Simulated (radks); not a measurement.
Problem. Rh II, configuration [Kr] 4d8. All-electron calculation, scalar-relativistic Kohn-Sham, Slater X-alpha with alpha = 0.583, spin-unpolarised, spherical densities, finite nucleus; Fermi nuclear charge, rms radius 4.4945 fm. Program: a radial shooting solver on a logarithmic mesh with Libxc functionals. Some entries of the table are withheld. Estimate them.

orbital  occ.  eigenvalue (eV)  r(max) (bohr)  <r> (bohr)
1s          2        -22963.67        0.02121     0.03269
2s          2        -3327.418            (1)      0.1423
2p          6        -2982.408        0.09592      0.1240
3s          2        -596.1972         0.3527      0.3925
3p          6        -483.1442         0.3458         (2)
3d         10        -301.9290            (3)      0.3724
4s          2              (4)         0.8828      0.9834
4p          6         -55.3358         0.9467       1.088
4d          8         -11.4071          1.160       1.599

Solution. 
(1) 2s r(max) (bohr): 0.1201
(2) 3p <r> (bohr): 0.3924
(3) 3d r(max) (bohr): 0.2919
(4) 4s eigenvalue (eV): -87.1847
